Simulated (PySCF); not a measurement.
**How methods differ on the excitation energy of Sn**

Sn [Kr] 4d10 5s2 5p2 (3P) → Sn [Kr] 4d10 5s1 5p2 6s1 (5P), as a difference of total energies. Computed with PySCF 2.14 in aug-cc-pVDZ-PP with ECP28MDF (5s4p3d, 32 functions), with scalar relativity through the core potential. Correlated levels: valence: 4s2 4p6 4d10 frozen. The calculations carry no spin-orbit coupling.

```json
{"method": "UHF", "excitation energy (eV)": "8.304"}
{"method": "LDA", "excitation energy (eV)": "10.553"}
{"method": "PBE", "excitation energy (eV)": "10.234"}
{"method": "PBE0", "excitation energy (eV)": "9.969"}
{"method": "r2SCAN", "excitation energy (eV)": "9.995"}
{"method": "PW91", "excitation energy (eV)": "10.276"}
{"method": "TPSS", "excitation energy (eV)": "10.134"}
{"method": "BLYP", "excitation energy (eV)": "10.579"}
{"method": "MP2 (valence)", "excitation energy (eV)": "8.964"}
{"method": "SCS-MP2 (valence)", "excitation energy (eV)": "9.206"}
```

Problem. How much does correlation contribute at MP2 (valence)?

Solution. 8.964 − (8.304) = 0.660 eV, measured against UHF.

The upper state lies above the first ionisation limit, but in LS coupling its spin forbids autoionisation to the ground ion; at this Z spin-orbit coupling breaks that rule. A Rydberg-like electron needs more diffuse functions than a valence basis has.

The promoted electron is Rydberg-like, and one or two diffuse shells describe it only roughly, which tends to raise the upper state.
